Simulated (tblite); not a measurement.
C4H9O3 (doublet state).
Atom-mapped SMILES: `[CH3:1][O:2][C@H:3]([CH3:4])[C:5]([OH:6])[OH:7]` (hydrogens: H8, H9, H10 on C1; H11 on C3; H12, H13, H14 on C4; H15 on O6; H16 on O7)

Computed with GFN2-xTB (tblite), gas phase: L-BFGS steps from a force-field or distance-geometry start until the largest atomic force falls under 0.01 eV/Å.

Geometry at step 0:
```
atom  x, y, z in Å
C1      1.9069   -0.9135    0.5997
O2      1.0297    0.2008    0.8313
C3      0.0111    0.2993   -0.1507
C4     -0.3800    1.7818   -0.2666
C5     -1.1796   -0.5096    0.2988
O6     -2.0690   -0.9909   -0.6317
O7     -1.3411   -0.7961    1.6164
H8      2.4353   -0.7750   -0.3431
H9      2.6398   -0.9534    1.4088
H10     1.3339   -1.8514    0.5984
H11     0.3647   -0.0449   -1.1300
H12    -0.7192    2.1658    0.7097
H13    -1.1778    1.9350   -0.9854
H14     0.4958    2.3698   -0.5547
H15    -2.7613   -1.4857   -0.1673
H16    -0.5968   -0.4230    2.1393
```

**Question.** What forces act on the atoms?

**Answer.** 
```json
{"atom": "C1", "Fx (eV/Å)": "-0.484", "Fy (eV/Å)": "0.376", "Fz (eV/Å)": "0.361"}
{"atom": "O2", "Fx (eV/Å)": "0.697", "Fy (eV/Å)": "-0.641", "Fz (eV/Å)": "-0.103"}
{"atom": "C3", "Fx (eV/Å)": "-0.777", "Fy (eV/Å)": "0.051", "Fz (eV/Å)": "0.224"}
{"atom": "C4", "Fx (eV/Å)": "0.226", "Fy (eV/Å)": "0.607", "Fz (eV/Å)": "0.464"}
{"atom": "C5", "Fx (eV/Å)": "0.854", "Fy (eV/Å)": "0.405", "Fz (eV/Å)": "-0.940"}
{"atom": "O6", "Fx (eV/Å)": "-0.108", "Fy (eV/Å)": "-0.181", "Fz (eV/Å)": "0.325"}
{"atom": "O7", "Fx (eV/Å)": "-0.170", "Fy (eV/Å)": "-0.221", "Fz (eV/Å)": "1.140"}
{"atom": "H8", "Fx (eV/Å)": "-0.015", "Fy (eV/Å)": "-0.110", "Fz (eV/Å)": "-0.132"}
{"atom": "H9", "Fx (eV/Å)": "-0.195", "Fy (eV/Å)": "0.186", "Fz (eV/Å)": "-0.008"}
{"atom": "H10", "Fx (eV/Å)": "0.119", "Fy (eV/Å)": "0.124", "Fz (eV/Å)": "-0.134"}
{"atom": "H11", "Fx (eV/Å)": "-0.024", "Fy (eV/Å)": "-0.067", "Fz (eV/Å)": "-0.062"}
{"atom": "H12", "Fx (eV/Å)": "0.127", "Fy (eV/Å)": "-0.266", "Fz (eV/Å)": "-0.347"}
{"atom": "H13", "Fx (eV/Å)": "0.056", "Fy (eV/Å)": "-0.171", "Fz (eV/Å)": "-0.053"}
{"atom": "H14", "Fx (eV/Å)": "-0.152", "Fy (eV/Å)": "-0.089", "Fz (eV/Å)": "-0.042"}
{"atom": "H15", "Fx (eV/Å)": "0.203", "Fy (eV/Å)": "0.151", "Fz (eV/Å)": "-0.031"}
{"atom": "H16", "Fx (eV/Å)": "-0.357", "Fy (eV/Å)": "-0.155", "Fz (eV/Å)": "-0.662"}
```

The largest, 1.33 eV/Å, acts on C5; the rms over all components is 0.385 eV/Å. The forces sum to zero within rounding, as they must for an isolated molecule in no field.

**Question.** Give the force on C5 in Eh/bohr and in nN.

**Answer.** 1.333 eV/Å ÷ 51.422 = 0.02592 Eh/bohr, and 1.333 eV/Å × 1.602 = 2.14 nN.

**Question.** How far is this geometry from the end of the optimisation?

**Answer.** 0.202 eV above it, and 0.171 Å rms away after alignment. The bonds farthest from their final lengths, with half the difference of the two atoms' forces along the bond (positive lengthens):

| bond | now (Å) | final (Å) | force along bond (eV/Å) |
| --- | --- | --- | --- |
| C1–O2 | 1.437 | 1.407 | -0.79 |
| C5–O7 | 1.358 | 1.384 | +1.14 |
| O7–H16 | 0.983 | 0.966 | -0.54 |
| C4–H12 | 1.103 | 1.087 | -0.50 |
| C4–H14 | 1.094 | 1.086 | -0.27 |
| C1–H8 | 1.090 | 1.096 | +0.30 |

The angle farthest from its final value is O6–C5–O7, 120.4° against 113.8°.

Of the 4 listed bonds off by 0.010 Å or more, this force points towards the final length in 4.

What follows is the cost of the whole relaxation. The run took 0.25 s on one thread, Arm Neoverse V2 (aarch64), shared host with 32 logical CPUs at a one-minute load of 21.
